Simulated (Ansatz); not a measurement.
Program: Ansatz. Geometries: PBE0-D4/def2-TZVP. ΔE: electronic, gas phase. CBS: MP2 limit from def2 TZ/QZ plus the TZ coupled-cluster correction, frozen cores. This one scheme is used for every species. Functionals use def2-TZVPP. HSE06 is defined as in plane-wave codes. One conformer a species, not always the lowest.

`CB[SiH2][SiH2][AlH2]` + CH₃OH → `CO[SiH2][AlH2]` + `CB[SiH3]`  (cleavage of the Si–Si bond)

`CB[SiH2][SiH2][AlH2]`:

Z-matrix (Å, degrees):
```
C
B 1 1.563
H 1 1.095 2 113.0
H 1 1.103 2 115.8 3 -123.3
H 1 1.102 2 107.3 3 113.7
Si 2 2.002 1 118.4 3 138.7
H 2 1.198 1 117.5 3 -47.5
Si 6 2.353 2 101.1 1 55.8
H 6 1.488 2 117.7 1 -178.6
H 6 1.495 2 108.3 1 -54.4
Al 8 2.452 6 103.7 2 -44.8
H 8 1.492 6 109.6 2 -166.5
H 8 1.492 6 109.0 2 75.7
H 11 1.590 8 119.5 6 -72.6
H 11 1.589 8 121.2 6 110.2
```

CH₃OH:

Z-matrix (Å, degrees):
```
C
O 1 1.409
H 1 1.097 2 112.4
H 1 1.090 2 107.0 3 -118.5
H 1 1.097 2 112.4 3 123.0
H 2 0.959 1 108.5 3 -61.6
```

`CO[SiH2][AlH2]`:

Cartesian coordinates in Å:
```
C 0.356 0.409 -2.055
O -0.068 0.600 -0.725
Si 0.131 -0.573 0.424
Al -0.763 0.247 2.563
H 0.129 1.313 -2.622
H -0.162 -0.437 -2.522
H 1.436 0.225 -2.108
H -0.544 -1.836 -0.023
H 1.583 -0.939 0.522
H -1.406 1.691 2.709
H -0.692 -0.700 3.838
```

`CB[SiH3]`:

Z-matrix (Å, degrees):
```
C
B 1 1.550
H 1 1.092 2 114.9
H 1 1.106 2 102.7 3 113.8
H 1 1.091 2 116.1 3 -131.0
Si 2 2.018 1 124.4 3 151.8
H 2 1.201 1 118.6 3 -30.5
H 6 1.494 2 107.9 1 -112.4
H 6 1.491 2 111.7 1 130.1
H 6 1.491 2 114.0 1 7.1
```

CCSD(T)/CBS gives -52.0 kJ/mol.

Q: Another level gave -55.6 kJ/mol. Which?
A. HSE06/def2-TZVPP
B. LDA (SPW92)/def2-TZVPP
C. PBE0-D4/def2-TZVPP
D. ωB97M-V/def2-TZVPP

A: D. ωB97M-V -55.6, PBE0-D4 -33.8, HSE06 -41.3, LDA (SPW92) -25.4 kJ/mol.

Q: What do rigid-rotor, harmonic-oscillator terms from PBE0-D4/def2-TZVP frequencies (298.15 K, 1 bar) make of the CCSD(T)/CBS value? (Estimate.)

A: Computed: ΔZPE = -8.0 kJ/mol, ΔH = -59.6 kJ/mol, ΔS = 26 J/(mol·K), ΔG = -67.5 kJ/mol.

Largest T1 diagnostic among the species: 0.014.

From BLYP to BHLYP (50 % exact exchange), in def2-TZVPP and without D4, ΔE moves by −8.1 kJ/mol. At CCSD(T), def2-SVP lies +3.0 kJ/mol from the extrapolated value and def2-TZVPP −2.3 kJ/mol. The D4 term adds +13.8 kJ/mol with B3LYP and +7.7 kJ/mol with PBE0; it sums over pairs of atoms, weighted by their polarisabilities, and B3LYP, whose exchange is more repulsive, gets the larger term.

B3LYP here is the variant with VWN-RPA as its local correlation; programs differ in this.
